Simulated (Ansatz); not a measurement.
Isolated molecules relaxed with PBE0-D4/def2-TZVP in Ansatz; ΔE leaves out vibrations. CCSD(T)/CBS adds triple-zeta CCSD(T) − MP2 to the extrapolated MP2 energy (def2 sets, frozen cores). Functionals use def2-TZVPP. B3LYP here is the variant with VWN-RPA as its local correlation; programs differ in this. One conformer a species, not always the lowest.

Reaction (isomerisation): `O[SiH]1[SiH2]CS1` → `[SiH3]S[SiH]1CO1`

`O[SiH]1[SiH2]CS1`:

Z-matrix (Å, degrees):
```
Si
Si 1 2.328
O 1 1.644 2 122.4
S 1 2.158 2 80.0 3 -113.1
H 1 1.483 2 121.3 3 134.1
C 2 1.901 1 84.4 3 125.7
H 2 1.491 1 111.4 3 16.4
H 2 1.490 1 125.0 3 -116.7
H 3 0.960 1 116.3 2 -43.4
H 6 1.091 2 114.6 1 -132.3
H 6 1.090 2 113.3 1 102.2
```

`[SiH3]S[SiH]1CO1`:

Z-matrix (Å, degrees):
```
Si
S 1 2.147
H 1 1.483 2 110.8
H 1 1.482 2 105.2 3 119.1
H 1 1.483 2 110.8 3 -121.6
Si 2 2.108 1 97.8 3 64.0
O 6 1.652 2 119.1 1 123.8
C 6 1.799 2 122.0 1 -176.6
H 6 1.479 2 111.2 1 -16.1
H 8 1.088 6 121.3 2 -4.0
H 8 1.088 6 122.9 2 157.8
```

| level | ΔE (kJ/mol) | difference from CCSD(T)/CBS |
| --- | --- | --- |
| r2SCAN-D4 | 91.5 | -7.9 |
| PBE0-D4 | 104.6 | 5.2 |
| B3LYP-D4 | 93.4 | -6.0 |
| ωB97M-V | 93.7 | -5.7 |
| B2PLYP | 91.3 | -8.1 |
| r2SCAN | 91.0 | -8.4 |
| PBE0 | 102.4 | 3.0 |
| MP2/def2-TZVPP | 95.2 | -4.2 |
| SCS-MP2/def2-TZVPP | 89.7 | -9.7 |
| CCSD/def2-TZVPP | 95.8 | -3.6 |
| CCSD(T)/def2-TZVPP | 95.6 | -3.8 |
| HF/def2-QZVPP | 89.7 | -9.7 |
| MP2/def2-QZVPP | 97.0 | -2.4 |
| SCS-MP2/def2-QZVPP | 91.8 | -7.6 |
| HF/CBS(def2) | 89.6 | -9.8 |
| MP2/CBS(def2) | 99.0 | -0.4 |
| CCSD(T)/CBS | 99.4 | 0 |

Largest T1 diagnostic among the species: 0.013.

In def2-TZVPP, CCSD(T) changes the Hartree–Fock value by +4.7 kJ/mol (the triples alone add −0.2 kJ/mol) and MP2 by +4.3 kJ/mol. From PBE to PBE0 (25 % exact exchange), in def2-TZVPP and without D4, ΔE moves by +6.7 kJ/mol.
